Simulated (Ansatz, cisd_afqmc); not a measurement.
System: B, charge -1, triplet.

Total energies in aug-cc-pVDZ, 4 correlated electrons, 1 frozen orbitals. Radicals and triplets start from unrestricted determinants; spin-orbit coupling is neglected. Cores are frozen in correlated methods. No relativity. The Monte Carlo rows (phaseless AFQMC, CISD trial, step 0.005/hartree) carry one-sigma bars that omit the constraint's bias. Outlying blocks are dropped, and bars are widened where a walk drifts. Over all cases where full CI ran beside it in this data, AFQMC minus full CI had a median of +0.1 mEh and passed +0.4 mEh in a tenth of the cases. Full CI freezes restricted core orbitals and the other rows unrestricted ones, which leaves a small offset even where coupled cluster is exact.

| method | program | energy (Eh) | error against FCI (mEh) |
|---|---|---|---|
| HF | Ansatz | -24.51954 | 78.92 |
| MP2 | Ansatz | -24.57292 | 25.54 |
| CCSD | Ansatz | -24.59479 | 3.67 |
| CCSD(T) | Ansatz | -24.59738 | 1.08 |
| CCSDT(Q) | Ansatz | -24.59845 | 0.01 |
| CCSDTQ | Ansatz | -24.59848 | -0.02 |
| AFQMC/CISD | cisd_afqmc | -24.5978 ± 0.0002 | 0.7 ± 0.2 |
| FCI | Ansatz | -24.59846 | 0.00 |

Ansatz is a first-principles code.
